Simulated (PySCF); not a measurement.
Which orbitals make which state

Compound: C4N4S.
Numbering: `[N:1]#[C:2][c:3]1[n:4][n:5][s:6][c:7]1[C:8]#[N:9]`

Computed, not measured: TDDFT CAM-B3LYP/def2-SVPD, vertical, gas phase, core orbitals frozen in the response (PySCF). Geometry: GFN2-xTB; no solvent, vibrations or thermal averaging.

Orbital energies (eV): HOMO-3 -12.31, HOMO-2 -11.32, HOMO-1 -10.43, HOMO -10.23, LUMO -2.74, LUMO+1 -0.79, LUMO+2 -0.64.

Computed singlets:

```tsv
state	E (eV)	f
S1	3.70	0.0009
S2	4.97	0.143
S3	5.33	0.0030
S4	5.43	0.070
S5	6.02	0.0028
S6	6.22	0.015
S7	6.28	0.0000
S8	6.34	0.0006
```

**Question.** Assign a leading configuration to S1, S2, S3, S4 and S6 and set E beside the orbital difference Δε.

**Answer.** 

```csv
state,leading configuration,weight,Δε (eV),E (eV),E − Δε (eV),f,other configurations
S1,HOMO→LUMO,0.93,7.49,3.70,-3.79,0.0009,–
S2,HOMO-1→LUMO,0.91,7.69,4.97,-2.72,0.143,–
S3,HOMO→LUMO+1,0.88,9.44,5.33,-4.11,0.0030,–
S4,HOMO-2→LUMO,0.75,8.58,5.43,-3.15,0.070,H→L+2 (15%)
S6,HOMO→LUMO+2,0.70,9.60,6.22,-3.38,0.015,"H-1→L+1 (14%), H-2→L (9%)"
```

E − Δε runs from -4.11 to -2.72 eV. By orbital difference alone the order would be S1, S2, S4, S3, S6.

H and L stand for HOMO and LUMO. The other states: S5 6.02 eV, f 0.0028, H-3→L (46%), H-4→L (43%); S7 6.28 eV, f 0.0000, H-1→L+2 (41%), H-4→L (22%), H-3→L (19%); S8 6.34 eV, f 0.0006, H-1→L+2 (41%), H-4→L (21%), H-3→L (19%).

**Question.** Which computed triplets share their leading configuration (75% or more) with a singlet, and how far apart are the partners?

**Answer.** 

| configuration | triplet | E(T) (eV) | singlet | E(S) (eV) | E(S) − E(T) (eV) |
| --- | --- | --- | --- | --- | --- |
| HOMO-1→LUMO | T2 | 3.25 | S2 | 4.97 | +1.72 |

The 3 triplets are Tamm–Dancoff values, the singlets full response.

Summed over the main configurations (up to three a state, each over 8%) of all 8 singlets, the electron leaves HOMO with weight 2.66, HOMO-1 with weight 1.86, HOMO-4 with weight 0.86 and HOMO-3 with weight 0.84.
